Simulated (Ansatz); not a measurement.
Reaction (formal exchange of groups at the Si–H bond): `[AlH2][SiH2][SiH3]` + `CBOC(=O)O` → `CB[SiH2][SiH2][AlH2]` + `O=C(O)O`

Gas-phase electronic energies from Ansatz, PBE0-D4/def2-TZVP geometries. CCSD(T)/CBS adds triple-zeta CCSD(T) − MP2 to the extrapolated MP2 energy (def2 sets, frozen cores). One conformer a species, not always the lowest.

```
               species  CCSD(T)/CBS(def2) energy (Eh)
  `[AlH2][SiH2][SiH3]`                     -824.34741
           `CBOC(=O)O`                     -329.49341
`CB[SiH2][SiH2][AlH2]`                     -888.99512
             `O=C(O)O`                     -264.79774
```

**Question.** Work out ΔE.

**Answer.** ΔE = (-888.99512) + (-264.79774) − (-824.34741) − (-329.49341) = 0.04796 Eh = +125.9 kJ/mol.

Largest T1 diagnostic among the species: 0.014.

The D4 term adds −13.2 kJ/mol with B3LYP and −7.2 kJ/mol with PBE0; it sums over pairs of atoms, weighted by their polarisabilities, and B3LYP, whose exchange is more repulsive, gets the larger term. From PBE to PBE0 (25 % exact exchange), in def2-TZVPP and without D4, ΔE moves by +3.5 kJ/mol. In def2-TZVPP, CCSD(T) changes the Hartree–Fock value by −33.8 kJ/mol (the triples alone add −4.5 kJ/mol) and MP2 by −32.7 kJ/mol.

B3LYP here is the variant with VWN-RPA as its local correlation; programs differ in this.
